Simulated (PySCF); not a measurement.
TDDFT excited states: CH6NPSi

Compound: CH6NPSi.
Numbering: `[CH2:1]=[N:2][SiH2:3][PH2:4]` (hydrogens: H5, H6 on C1; H7, H8 on Si3; H9, H10 on P4)

Method used: TDDFT wB97X-D/def2-SVPD, vertical, gas phase, core orbitals frozen in the response (PySCF 2.14.0, density-fitted response routines). Isolated species at its PBE0-D3(BJ)/def2-SVP geometry (one conformer only). Torsions of this conformer, `[CH2:1]=[N:2][SiH2:3][PH2:4]`: C1–N2–Si3–P4 121°, H–P4–Si3–N2 -75°, H–P4–Si3–N2 -168°.

Problem. Predict the UV-vis stick spectrum at this level.

Solution. 

| state | E (eV) | E (kJ/mol) | λ (nm) | f | \|μ\| (D) | main configurations (H = HOMO, L = LUMO) |
| --- | --- | --- | --- | --- | --- | --- |
| S1 | 4.13 | 399 | 300.2 | 0.0003 | 0.14 | H→L (92%) |
| S2 | 6.21 | 599 | 199.8 | 0.044 | 1.36 | H-1→L (81%) |
| S3 | 6.64 | 641 | 186.7 | 0.072 | 1.69 | H→L+1 (68%), H→L+2 (9%) |
| S4 | 6.76 | 652 | 183.4 | 0.053 | 1.44 | H-1→L+2 (54%), H→L+1 (12%), H-1→L+1 (12%) |
| S5 | 7.00 | 676 | 177.0 | 0.056 | 1.45 | H-1→L+1 (61%), H-1→L+2 (18%) |
| S6 | 7.27 | 701 | 170.6 | 0.0034 | 0.35 | H→L+2 (40%), H→L+3 (33%), H→L+4 (14%) |
| S7 | 7.38 | 712 | 168.1 | 0.034 | 1.11 | H-1→L+3 (54%), H-2→L (29%) |
| S8 | 7.41 | 715 | 167.3 | 0.106 | 1.94 | H-2→L (49%), H-1→L+3 (15%), H-1→L+4 (14%) |
| S9 | 7.58 | 731 | 163.7 | 0.140 | 2.21 | H-1→L+4 (25%), H→L+2 (18%), H→L+4 (16%) |
| S10 | 7.61 | 735 | 162.8 | 0.262 | 3.01 | H-1→L+4 (28%), H-2→L (13%), H→L+2 (12%) |

Triplets (Tamm–Dancoff): T1 3.57 eV, H→L (90%); T2 5.00 eV, H-2→L (38%), H-4→L (33%), H-1→L (16%); T3 5.79 eV, H-1→L+1 (30%), H-1→L (23%), H-1→L+4 (15%); T4 5.86 eV, H-1→L+1 (29%), H-1→L+2 (21%), H-1→L+3 (15%).

The lowest singlet comes at 300 nm (399 kJ/mol) in the ultraviolet; it is dark (f under 0.0005); its leading configuration is HOMO→LUMO (92%). The strongest level in the table is S10 at 7.61 eV (163 nm, f = 0.262). It is the last of those listed, so stronger ones may follow. Löwdin shares by element: HOMO nitrogen 55%, carbon 15%, silicon 10%, hydrogen 6% or more; LUMO carbon 41%, nitrogen 32%, silicon 6%, hydrogen 6% or more. Of the 10 states listed, 8 reach f = 0.01 and 1 stays under 0.0005. Orbital energies (eV): HOMO-3 -11.86, HOMO-2 -10.69, HOMO-1 -9.36, HOMO -9.19, LUMO 0.71, LUMO+1 1.83, LUMO+2 2.10. Weighted by f, the mean energy of these states is 7.29 eV. No computed singlet lies in the visible range (380 to 750 nm); the lowest, at 300 nm, stands 0.87 eV above its violet end (3.26 eV). All these states lie below the vertical ionisation energy of 9.43 eV (ΔSCF). Only the lowest 10 singlets were computed, as vertical energies without vibronic structure.

The run took 44 s wall on one thread, Arm Neoverse V1 (shared host).
